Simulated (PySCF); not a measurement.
Compound: C6H11NS.
SMILES with atom numbers: `[NH2:1][CH2:2][C@@H:3]1[CH2:4][CH2:5][C:6](=[S:7])[CH2:8]1` (hydrogens: H9, H10 on N1; H11, H12 on C2; H13 on C3; H14, H15 on C4; H16, H17 on C5; H18, H19 on C8)

Geometry (GFN2-xTB, Å), atoms numbered from 1 in this order:
```
atom  x, y, z in Å
N1     2.5219   -0.8284    0.1449
C2     1.6741    0.2609   -0.3117
C3     0.2117   -0.1754   -0.2960
C4    -0.7628    0.9384   -0.6985
C5    -2.1027    0.4788   -0.1244
C6    -1.7457   -0.3191    1.0903
S7    -2.7965   -0.8143    2.2181
C8    -0.2784   -0.5866    1.0965
H9     3.4904   -0.5318    0.1880
H10    2.4669   -1.6112   -0.4987
H11    1.9267    0.6198   -1.3255
H12    1.8118    1.0969    0.3809
H13    0.0913   -1.0234   -0.9789
H14   -0.4593    1.8759   -0.2291
H15   -0.7993    1.0911   -1.7759
H16   -2.7843    1.2954    0.1134
H17   -2.6214   -0.1804   -0.8272
H18    0.1921    0.0409    1.8593
H19   -0.0462   -1.6184    1.3554
```

Closed-shell single points with PySCF (density fitting; grid level 2 and gas phase unless stated) on one GFN2-xTB geometry.

Problem. Rank these settings by the number of (spherical) basis functions, lowest first.
A. PBE0/pcSseg-1
B. PBE0/def2-SVPD
C. PBE0/def2-SVP, IEF-PCM benzene, energy threshold 1e-11 Eh

Solution. C (171), A (198), B (255).

Problem. Rank these settings by the dipole moment, lowest first.
A. PBE0/pcSseg-1
B. PBE0/def2-SVP, IEF-PCM benzene, energy threshold 1e-11 Eh
C. PBE0/pcSseg-1, IEF-PCM water, energy threshold 1e-08 Eh
D. PBE0/def2-SVPD

Solution. A (4.48 D), D (4.57 D), B (4.93 D), C (6.14 D).

All figures of these runs:

```tsv
settings	basis functions	SCF cycles	E (Eh)	HOMO (eV)	LUMO (eV)	dipole (D)
PBE0/pcSseg-1	198	14	-687.6476	-6.05	-1.78	4.48
PBE0/def2-SVPD	255	14	-687.3977	-6.11	-1.87	4.57
PBE0/def2-SVP, IEF-PCM benzene, energy threshold 1e-11 Eh	171	12	-687.3751	-6.02	-1.67	4.93
PBE0/pcSseg-1, IEF-PCM water, energy threshold 1e-08 Eh	198	9	-687.6600	-6.45	-1.97	6.14
```

Cycle counts include a coarse-grid stage where the run had one. The species at its GFN2-xTB geometry (one conformer only).
